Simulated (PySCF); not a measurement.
ZnHCl, SMILES [Cl][ZnH]. Geometry optimised at PBE-D3(BJ)/def2-TZVP.

These are PBE-D3(BJ)/def2-TZVP (PySCF) values and carry that method's errors.

Harmonic wavenumbers (cm⁻¹): 412, 445, 445, 1951. Rotational constants (GHz): 4.708 (linear); symmetry number 1.

### Question
Work out the zero-point energy and the ideal-gas rigid-rotor harmonic-oscillator thermochemistry at 298.15 K and 1 atm.

### Answer
ZPE = ½ Σ hcν = ½ × 3252 cm⁻¹ = 4.65 kcal/mol. H − E(el) = 7.25 kcal/mol. Entropy in cal/(mol K): translation 39.77, rotation 16.27, vibration 2.55, total 58.58. G − E(el) = -10.22 kcal/mol. Cp = 11.16 cal/(mol K).
